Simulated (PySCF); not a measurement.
SiClF₂I, SMILES F[Si](F)(Cl)I. Atoms are numbered in the order given.

```xyz
5

F      1.2852     1.3157     1.2912
Si     0.3983     0.9648     0.0000
F      1.2852     1.3157    -1.2912
Cl    -1.2592     2.1477     0.0000
I     -0.1378    -1.3906     0.0000
```

Geometry optimised at B3LYP-D3(BJ)/def2-SVP. The def2 effective core potentials stand for the cores of I; spin–orbit coupling is left out.

Calculation: CAM-B3LYP/def2-TZVP in PySCF.

The molecule is in vacuum.

### Question
Estimate the frontier levels, gap, dipole moment and polarisability. (The exact figures need the calculation; the answer reports its results.)

### Answer

```
Quantity                                                                                                        Value
---------------------------------------------------------------------------------------------  ----------------------
highest occupied level                                                                                       -9.74 eV
lowest empty level                                                                                           -0.26 eV
orbital gap                                                                                                   9.49 eV
dipole moment                                                                                                  1.24 D
quadrupole, principal values (traceless, Buckingham form, about the centre of nuclear charge)  -2.76, -1.57, 4.33 D·Å
mean static polarisability                                                                       61.9 bohr³ (9.17 Å³)
polarisability, principal values                                                               49.1, 55.9, 80.6 bohr³
```
